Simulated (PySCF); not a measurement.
# Ionisation energy of Zn²⁺ by level of theory

Zn²⁺ [Ar] 3d10 (1S) → Zn³⁺ [Ar] 3d9 (2D), as a difference of total energies. Computed with PySCF 2.14 in jorge-DZP-DKH (8s6p2d1f, 43 functions), with the spin-free X2C one-electron Hamiltonian (Gaussian nucleus). Correlated levels: valence: [Ar] frozen. The calculations carry no spin-orbit coupling.

```
           method  ionisation energy (eV)
              UHF                  37.119
              PBE                  40.092
             MN15                  40.136
    MP2 (valence)                  39.400
SCS-MP2 (valence)                  39.115
```

How much does correlation contribute at MP2 (valence)?

39.400 − (37.119) = 2.281 eV, measured against UHF.

The reference lies between the lowest fine-structure levels, while these numbers refer to the centres of the terms.

Errors of the correlated levels include the incompleteness of this basis and the frozen core.

For comparison: 39.723 eV (measured; NIST Atomic Spectra Database, ionization energies).
